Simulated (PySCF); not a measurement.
C7H7O2 (doublet state).
Z-matrix (Å and degrees, GFN2-xTB geometry), rows numbered from 1:
```
C 
C   1  1.5318
C   2  1.4845  1  110.12
C   3  1.3271  2  131.58  1   105.12
C   4  1.4531  3  114.94  2  -179.08
O   5  1.1963  4  131.46  3  -171.77
C   5  1.5489  4  104.51  3     7.51
C   3  1.5096  2  120.15  1   -73.08
O   8  1.1981  3  125.90  2    -8.55
H   1  1.0876  2  110.28  3   -59.79
H   1  1.0873  2  110.47  3    60.58
H   1  1.0864  2  109.94  3  -179.64
H   2  1.0926  1  108.93  3  -119.20
H   2  1.0904  1  110.00  3   121.07
H   7  1.0925  5  109.40  4   107.54
H   7  1.0912  5  111.84  4  -133.31
```

The hyperfine couplings belong to this conformer and change with its torsions.

As a line formula: `CCC1=[C]C(=O)CC1=O` [radical].

Level of theory: UKS B3LYP, pcH-1 on C H O, non-relativistic, mean-field spin-orbit, GIAO in PySCF 2.14.0. Isolated species at its GFN2-xTB geometry (one conformer only). The geometry wasn't refined by DFT: couplings that depend on bond lengths, twists or pyramidal angles can differ widely from those at the functional's own minimum. Stability of the SCF solution: not tested.

Problem. Where do the isotropic ENDOR lines of C4, C8, C7, C2, C5, C1, C3, H13/H14 and H15/H16 fall at 3358.2 mT, to first order?

Solution. For S = 1/2 in fast tumbling each set of equivalent nuclei gives two lines, ν± = |νn ± a/2| to first order, with νn = g_N μN B/h and μN/h = 7.62259 MHz/T.

| nuclei | isotope | g_N | νn (MHz) | a_iso (MHz) | lower line (MHz) | upper line (MHz) |
| --- | --- | --- | --- | --- | --- | --- |
| C4 | 13C | 1.4048 | 35.96 | 349.04 | 138.56 | 210.48 |
| C8 | 13C | 1.4048 | 35.96 | 62.64 | 4.64 | 67.28 |
| C7 | 13C | 1.4048 | 35.96 | 18.43 | 26.75 | 45.17 |
| C2 | 13C | 1.4048 | 35.96 | 17.90 | 27.01 | 44.91 |
| C5 | 13C | 1.4048 | 35.96 | 13.18 | 29.37 | 42.55 |
| C1 | 13C | 1.4048 | 35.96 | -4.63 | 33.65 | 38.28 |
| C3 | 13C | 1.4048 | 35.96 | 2.41 | 34.75 | 37.17 |
| H13/H14 | 1H | 5.5857 | 142.98 | -4.40 | 140.78 | 145.18 |
| H15/H16 | 1H | 5.5857 | 142.98 | -2.13 | 141.92 | 144.05 |

The rows for 13C, of low natural abundance, apply to labelled samples.

Problem. Which pairs are centred on the nuclear Larmor frequency, and which on half the coupling?

Solution. Centred on νn, since |a| < 2νn: C8, C7, C2, C5, C1, C3, H13/H14 and H15/H16. Centred on |a|/2 and split by 2νn: C4.

Problem. At what field would the lower line of C3 fall to zero frequency?

Solution. Where νn = |a|/2, that is B = 1.21 MHz/(1.4048 × 7.62259 MHz/T) = 113 mT, as far as first order holds there.

Means are taken over nuclei equivalent by connectivity, which assumes that they swap fast.
